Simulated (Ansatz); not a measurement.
Molecule: sum formula Si2H5F, charge 0, multiplicity 1. 
Geometry from a B3LYP-D3(BJ)/def2-TZVP (Ansatz, a program for electronic structure) optimisation:
SMILES: F[SiH2][SiH3]
```xyz
8

F     -1.4907     0.9927     0.4651
Si    -0.8103    -0.3708    -0.0655
Si     1.5193    -0.1031    -0.1563
H     -1.1958    -1.4565     0.8663
H     -1.3754    -0.6627    -1.4038
H      2.1164    -1.3703    -0.6467
H      1.8827     0.9927    -1.0856
H      2.0627     0.1971     1.1894
```
Charge 0, spin multiplicity 1.

Atomisation energy built up term by term with Ansatz (kcal/mol; UHF references for open shells; valence terms freeze the core; atomic spin-orbit terms are left out). CBS marks a two-point X^-3 extrapolation of the correlation energy; Hartree-Fock from the larger set (for Q and 5 zeta extrapolated as (X+1)exp(-9√X)).

| term | basis | kcal/mol |
|---|---|---|
| Hartree-Fock | CBS(cc-pV(Q+d)Z,cc-pV(5+d)Z) | 455.97 |
| CCSD correlation | CBS(cc-pV(Q+d)Z,cc-pV(5+d)Z) | 130.67 |
| (T) | CBS(cc-pV(Q+d)Z,cc-pV(5+d)Z) | 5.50 |
| core correlation | cc-pwCVTZ | -0.30 |
| scalar relativity (X2C) | cc-pVTZ-DK against cc-pVTZ | -1.55 |
| sum: De |  | 590.3 |

(T) makes 0.9 % of the CCSD(T) atomisation energy; under 5 % is typical of single-reference molecules.
